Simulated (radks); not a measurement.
Values are calculated unless marked as measured or tabulated.
Hg I, configuration [Hg].

Level of theory: Dirac Kohn-Sham, Wu-Cohen GGA, spin-unpolarised, spherical densities, point nucleus (a radial shooting solver on a logarithmic mesh with Libxc functionals).

Energy parts (Ry):
part                       energy
total                 -39321.7477
kinetic                45384.9526
electron-nucleus      -99231.7807
Hartree                15269.9523
exchange-correlation    -744.8719

Orbitals (lengths in bohr, moments of r in powers of bohr; r(90%) holds 90 % of the orbital's charge):
| orbital | occ. | eigenvalue (Ry) | r(90%) | <r^2> | small-component weight |
|---|---|---|---|---|---|
| 1s1/2 | 2 | -6103.426 | 0.0303 | 0.0003807 | 9.26e-02 |
| 2s1/2 | 2 | -1080.799 | 0.109 | 0.005737 | 2.13e-02 |
| 2p1/2 | 2 | -1036.907 | 0.0950 | 0.004053 | 2.14e-02 |
| 2p3/2 | 4 | -893.7145 | 0.107 | 0.005240 | 1.89e-02 |
| 3s1/2 | 2 | -256.4359 | 0.265 | 0.03724 | 7.12e-03 |
| 3p1/2 | 2 | -236.6860 | 0.257 | 0.03392 | 7.06e-03 |
| 3p3/2 | 4 | -204.9701 | 0.279 | 0.04032 | 6.35e-03 |
| 3d3/2 | 4 | -172.2985 | 0.252 | 0.03086 | 6.24e-03 |
| 3d5/2 | 6 | -165.5043 | 0.259 | 0.03260 | 6.05e-03 |
| 4s1/2 | 2 | -56.36735 | 0.573 | 0.1800 | 2.43e-03 |
| 4p1/2 | 2 | -47.90429 | 0.583 | 0.1833 | 2.33e-03 |
| 4p3/2 | 4 | -40.24244 | 0.631 | 0.2155 | 2.06e-03 |
| 4d3/2 | 4 | -26.41992 | 0.660 | 0.2264 | 1.86e-03 |
| 4d5/2 | 6 | -24.99210 | 0.676 | 0.2378 | 1.79e-03 |
| 4f5/2 | 6 | -7.20408 | 0.767 | 0.2773 | 1.42e-03 |
| 4f7/2 | 8 | -6.89589 | 0.778 | 0.2852 | 1.39e-03 |
| 5s1/2 | 2 | -8.66976 | 1.29 | 0.9127 | 6.24e-04 |
| 5p1/2 | 2 | -5.87615 | 1.41 | 1.067 | 5.38e-04 |
| 5p3/2 | 4 | -4.52844 | 1.55 | 1.294 | 4.52e-04 |
| 5d3/2 | 4 | -0.80893 | 2.28 | 2.542 | 2.51e-04 |
| 5d5/2 | 6 | -0.67396 | 2.40 | 2.810 | 2.31e-04 |
| 6s1/2 | 2 | -0.50619 | 4.01 | 8.236 | 6.93e-05 |

The highest occupied level is 6s1/2 at -6.887 eV. Summed over all electrons, <r^2> = 61.17 bohr^2, which gives a Langevin (diamagnetic) susceptibility term of -48.4 x 10^-6 cm^3/mol.
